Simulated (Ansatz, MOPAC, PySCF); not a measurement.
Pair of molecules: H2O (SMILES O) (first 3 atoms) with CHN (SMILES C#N); geometry from B3LYP-D3(BJ)/def2-TZVP, rigid monomers moved along the line of their centres of mass till H3···N5 is 1.90 Å.
(charge 0, multiplicity 1):
```tsv
atom	x (Å)	y (Å)	z (Å)
O	-0.1430	0.0652	-0.6573
H	0.7913	-0.0607	-0.8478
H	-0.2007	0.0722	0.3079
C	-0.2726	0.0785	3.3437
N	-0.1324	0.0609	2.2080
H	-0.4043	0.0950	4.4025
```

```json
[
 {"level": "PM3", "interaction energy (kcal/mol)": "-1.74", "minus CCSD(T)/CBS(aug-cc-pVDZ, aug-cc-pVTZ)": "1.55", "cost": "-"},
 {"level": "PM6", "interaction energy (kcal/mol)": "-1.02", "minus CCSD(T)/CBS(aug-cc-pVDZ, aug-cc-pVTZ)": "2.27", "cost": "-"},
 {"level": "HF/6-31G*", "interaction energy (kcal/mol)": "-1.18", "minus CCSD(T)/CBS(aug-cc-pVDZ, aug-cc-pVTZ)": "2.11", "cost": "-"},
 {"level": "HF/6-31G* (no counterpoise)", "interaction energy (kcal/mol)": "-1.93", "minus CCSD(T)/CBS(aug-cc-pVDZ, aug-cc-pVTZ)": "1.36", "cost": "-"},
 {"level": "HF/aug-cc-pVTZ", "interaction energy (kcal/mol)": "-1.30", "minus CCSD(T)/CBS(aug-cc-pVDZ, aug-cc-pVTZ)": "1.99", "cost": "-"},
 {"level": "r2SCAN/def2-TZVPPD", "interaction energy (kcal/mol)": "-3.10", "minus CCSD(T)/CBS(aug-cc-pVDZ, aug-cc-pVTZ)": "0.19", "cost": "×1"},
 {"level": "B3LYP/6-31G*", "interaction energy (kcal/mol)": "-2.31", "minus CCSD(T)/CBS(aug-cc-pVDZ, aug-cc-pVTZ)": "0.98", "cost": "-"},
 {"level": "B3LYP/6-31G* (no counterpoise)", "interaction energy (kcal/mol)": "-3.59", "minus CCSD(T)/CBS(aug-cc-pVDZ, aug-cc-pVTZ)": "-0.31", "cost": "-"},
 {"level": "PBE0/def2-TZVPPD", "interaction energy (kcal/mol)": "-3.21", "minus CCSD(T)/CBS(aug-cc-pVDZ, aug-cc-pVTZ)": "0.07", "cost": "×1"},
 {"level": "PBE0-D3(BJ)/def2-TZVPPD", "interaction energy (kcal/mol)": "-3.66", "minus CCSD(T)/CBS(aug-cc-pVDZ, aug-cc-pVTZ)": "-0.38", "cost": "×1"},
 {"level": "MP2/aug-cc-pVTZ", "interaction energy (kcal/mol)": "-3.33", "minus CCSD(T)/CBS(aug-cc-pVDZ, aug-cc-pVTZ)": "-0.04", "cost": "-"},
 {"level": "CCSD/aug-cc-pVDZ", "interaction energy (kcal/mol)": "-2.25", "minus CCSD(T)/CBS(aug-cc-pVDZ, aug-cc-pVTZ)": "1.03", "cost": "-"},
 {"level": "CCSD/aug-cc-pVTZ", "interaction energy (kcal/mol)": "-2.78", "minus CCSD(T)/CBS(aug-cc-pVDZ, aug-cc-pVTZ)": "0.51", "cost": "-"},
 {"level": "CCSD(T)/CBS(aug-cc-pVDZ, aug-cc-pVTZ)", "interaction energy (kcal/mol)": "-3.29", "minus CCSD(T)/CBS(aug-cc-pVDZ, aug-cc-pVTZ)": "0.00", "cost": "×200*"}
]
```

 The comparison column counts from a level with limits of its own.

The rows run from -3.66 (PBE0-D3(BJ)/def2-TZVPPD) to -1.02 kcal/mol (PM6). The dispersion term adds -0.45 in PBE0-D3(BJ).

Interaction energies are E(AB) − E(A) − E(B) at the monomers' geometry in the complex; basis-set methods are counterpoise corrected. Rows marked so take none.

Cores are frozen in the correlated methods. CBS: X⁻³ extrapolation of the correlation energy, Hartree–Fock from the larger set. Rows in 6-31G* carry no dispersion term and start afresh at each structure (6-31G* with six Cartesian d functions). The state that PM3, PM6 reach isn't checked.

Programs: Ansatz (Gaussian orbitals); MOPAC for PM3, PM6 (differences of heats of formation); PySCF for 6-31G* rows, the dispersion terms. Each number belongs to the level named beside it.

Costs are rough ratios of core time to PBE/def2-TZVPPD (about 4 s over the structures, on one shared machine); a dash marks a level with no comparable run of its own. A star marks coupled-cluster runs past 200 virtual orbitals, where the program's memory plan changes under this machine's limit, so their costs aren't comparable with smaller runs.

Ansatz is a quantum-chemistry and plane-wave program.
